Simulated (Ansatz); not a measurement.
```xyz
4

P     0.0274   -0.0371    0.1495
H     1.1948   -0.0001   -0.6009
H    -0.6180    1.0376   -0.6968
H    -0.6345   -1.0155   -0.6784
```

Basis set: 6-31G* (spherical functions). Correlated methods keep 5 orbitals frozen. Charge 0, multiplicity 1.

Computed with Ansatz (development build ahead of 0.2.0); each method stands on the lowest determinant of its kind that the runs found. Restricted open shells among the atoms or ions are ROHF, correlated in semicanonical orbitals with singles.

(1) Give the atomization energy at this shape (free ground-state atoms in the same class of orbitals less the molecule, no zero-point energy) of singlet PH3 by RHF-MP2, RHF.

## Answers

(1)

```
 method  atomization energy
RHF-MP2        799.9 kJ/mol
    RHF        672.7 kJ/mol
```
